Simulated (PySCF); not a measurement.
# MSH₂ across the 5d metals

Level: PBE0, basis family def2-TZVP, scalar-relativistic core potentials from Rb on and no relativity for lighter atoms.

Each entry is the lowest minimum that a search over a few typed start shapes (and spin states, where more than one is plausible) found, or that minimum re-optimised at the stated level; isomers with ligand–ligand bonds, or fragments after loss of a ligand pair, can lie lower. Open shells are unrestricted; no spin–orbit coupling; PySCF with density fitting.

```
molecule  2S+1  point group  mean bond to the central atom (Å)  gap (eV)  lowest ω (cm⁻¹)  polar-tensor charge of the central atom  distinct angles (°)
    H₂WS     3          C2v                              1.857         –              261                                     0.89              128/116
   H₂OsS     3           Cs                              1.741         –              545                                     0.60                91/99
   H₂IrS     2           C1                              1.720         –               84                                     0.42           78/100/103
   H₂PtS     1           Cs                              1.720      2.99              391                                     0.43               84/112
```

Spin–orbit coupling can matter for H₂WS, H₂OsS, H₂IrS, H₂PtS.

Left out of the table are members whose search was unfinished or whose lowest solution was spin-contaminated, unstable, very soft or bonded differently.

Open d and f shells are single-determinant solutions and may miss the true ground state.
